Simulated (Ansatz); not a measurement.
`C=C[SiH2]N[SiH3]` + H₂Se → `[SiH3]N[SiH2][SeH]` + `C=C`  (ligand exchange at the Si–C bond)

Computed with Ansatz on PBE0-D4/def2-TZVP structures; ΔE is electronic, products minus reactants. CCSD(T)/CBS adds triple-zeta CCSD(T) − MP2 to the extrapolated MP2 energy (def2 sets, frozen cores). This one scheme is used for every species. For Se outer-core shells are correlated without core-valence functions, which leaves a few kJ/mol of doubt a bond. Scalar relativity is left out up to krypton. Each species was taken in one conformer, which may not be the lowest.

`C=C[SiH2]N[SiH3]`:

Cartesian coordinates in Å:
```
C 1.196 1.367 -2.312
C 0.178 1.014 -1.531
Si 0.401 0.619 0.271
N -0.101 -0.991 0.642
Si -1.220 -1.543 1.833
H 2.209 1.442 -1.923
H 1.071 1.601 -3.366
H -0.815 0.953 -1.974
H -0.425 1.508 1.130
H 1.846 0.844 0.565
H 0.340 -1.715 0.090
H -1.809 -0.347 2.483
H -2.305 -2.361 1.222
H -0.567 -2.391 2.870
```

H₂Se:

Cartesian coordinates in Å:
```
Se -0.045 0.358 0.581
H -0.788 -0.771 0.011
H 0.833 0.412 -0.592
```

`[SiH3]N[SiH2][SeH]`:

```xyz
11

Si    0.983   -0.019   -1.440
N    -0.510    0.272   -0.612
Si   -0.707    0.568    1.069
Se    0.172   -1.055    2.413
H     1.263   -1.466   -1.648
H     0.954    0.637   -2.774
H     2.061    0.566   -0.604
H    -1.362    0.094   -1.123
H    -2.162    0.726    1.309
H     0.044    1.768    1.509
H    -0.735   -2.092    1.901
```

`C=C`:

```xyz
6

C    -0.542   -0.276    0.261
C     0.542    0.276   -0.261
H    -1.171   -0.948   -0.313
H    -0.845   -0.079    1.283
H     1.171    0.947    0.313
H     0.845    0.079   -1.283
```

```json
{"species": "`C=C[SiH2]N[SiH3]`", "CCSD(T)/CBS(def2) energy (Eh)": "-714.40667"}
{"species": "H₂Se", "CCSD(T)/CBS(def2) energy (Eh)": "-2401.89790"}
{"species": "`[SiH3]N[SiH2][SeH]`", "CCSD(T)/CBS(def2) energy (Eh)": "-3037.84858"}
{"species": "`C=C`", "CCSD(T)/CBS(def2) energy (Eh)": "-78.48111"}
```

(1) Work out ΔE.

Largest T1 diagnostic among the species: 0.011.

## Answers

(1) ΔE = (-3037.84858) + (-78.48111) − (-714.40667) − (-2401.89790) = -0.02512 Eh = -0.68 eV.
